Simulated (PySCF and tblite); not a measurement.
C6H5FN2OSi, numbered as in [N:1]#[C:2][c:3]1[cH:4][c:5]([SiH3:6])[c:7]([F:8])[cH:9][n+:10]1[O-:11].

Conformers came from 45 starts (ETKDG, MMFF94s, GFN2-xTB); geometries are GFN2-xTB. Weights use PBE0-D3(BJ)/6-31G* energies plus GFN2-xTB zero-point and thermal terms (modes under about 100 cm⁻¹ blended into free rotors). Symmetry numbers and mirror images are counted. Conformers within 2.5 kcal/mol (GFN2-xTB free energy) were kept, 5 at most. GIAO shieldings: PBE0/6-31G*. Shifts are against TMS (¹H), TMS (¹³C), CFCl3 (¹⁹F), TMS (²⁹Si), NH3 (¹⁵N) at the same level. Programs: PySCF with density fitting and tblite.

(1) List the conformer-averaged shifts at 298.15 K.

Unscaled ¹⁹F and ²⁹Si and ¹⁵N shifts at such levels can be off by tens of ppm; differences between conformers or isomers are more reliable. Shifts are unscaled: against experiment ¹³C can be off by 15 ppm or more and ¹H by 0.8 ppm.

Results:

(1) ¹H: 7.80 (H9, 1H), 7.56 (H4, 1H), 4.71 (H6, 3H) ppm. ¹³C: 162.5 (C7), 135.6 (C4), 124.1 (C9), 117.8 (C3), 108.2 (C5), 103.3 (C2) ppm. ¹⁹F: -102.7 (F8) ppm. ²⁹Si: -42.7 (Si6) ppm. ¹⁵N: 305.0 (N10), 287.0 (N1) ppm.


¹⁵N shifts are against a computed isolated NH3 molecule, about 20 ppm from the liquid.